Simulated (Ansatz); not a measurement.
One change: `C[O][Ti]([F])([F])[SeH]` becomes `[F][Ti]([F])([Cl])[SeH]`.

Ansatz, PBE0-D4/def2-TZVP geometries, multiplicity 1. Each molecule was computed in one conformer, which needn't be the lowest.

Scalar relativity is left out up to krypton.

```
                                          property  `C[O][Ti]([F])([F])[SeH]`
size of the dipole moment (ωB97M-V/def2-TZVPP) / D                       2.99
                 LUMO energy (PBE/def2-TZVPP) / eV                      -3.17
             HOMO energy (ωB97M-V/def2-TZVPP) / eV                      -9.41
    size of the dipole moment (PBE/def2-TZVPP) / D                       3.01
                 HOMO energy (PBE/def2-TZVPP) / eV                      -6.14
               HOMO energy (B3LYP/def2-TZVPP) / eV                      -7.07
```

Problem. What does the change do to each property? (An estimate is asked.)

Solution. The calculation gave: 
| property | `[F][Ti]([F])([Cl])[SeH]` | shift |
| --- | --- | --- |
| size of the dipole moment (ωB97M-V/def2-TZVPP) / D | 0.87 | -2.12 |
| LUMO energy (PBE/def2-TZVPP) / eV | -4.19 | -1.02 |
| HOMO energy (ωB97M-V/def2-TZVPP) / eV | -9.98 | -0.57 |
| size of the dipole moment (PBE/def2-TZVPP) / D | 0.97 | -2.04 |
| HOMO energy (PBE/def2-TZVPP) / eV | -6.78 | -0.64 |
| HOMO energy (B3LYP/def2-TZVPP) / eV | -7.69 | -0.62 |

With PBE0 the HOMO falls by 0.62 eV and the LUMO falls by 1.03 eV, so the gap narrows by about 0.41 eV. PBE moves the HOMO by -0.64 eV and ωB97M-V by -0.57 eV. Dipoles are sizes alone; their direction can turn.

B3LYP here is the variant with VWN-RPA as its local correlation; programs differ in this.

Spin–orbit coupling is left out; it splits and shifts lone-pair levels of the heavy atoms by tenths of an eV.
